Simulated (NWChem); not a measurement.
# C₃H₆OSi; SMILES C1[Si@@H](OC=1)C

```xyz
11

C     -0.0102    -2.0101    -0.5030
Si     0.0896    -0.4160     0.4733
C      1.1119     1.0134    -0.0970
C     -0.0826     1.5992    -0.3229
O     -1.1283     0.7418     0.0045
H      0.8418    -2.6621    -0.2738
H     -0.0076    -1.8085    -1.5791
H     -0.9252    -2.5621    -0.2567
H      0.0194    -0.6960     1.9326
H      2.0996     1.4213    -0.2506
H     -0.3699     2.5814    -0.6980
```
Atoms are numbered in this order, from 1.

Program: NWChem. Medium grid unless said otherwise, to which SCAN and Minnesota functionals are sensitive. All runs use the structure optimised with B3LYP/6-31G* (spherical d). B3LYP is NWChem's, with the RPA form of VWN correlation.

Problem. Order these by “highest occupied level (eV)”, lowest first: M06-2X/def2-SVP; PBE/def2-SVP; r2SCAN/def2-SVP; B3LYP/def2-SVP; TPSSh/def2-SVP.

Solution. M06-2X/def2-SVP (-7.96), B3LYP/def2-SVP (-6.39), TPSSh/def2-SVP (-5.96), r2SCAN/def2-SVP (-5.70), PBE/def2-SVP (-5.39)
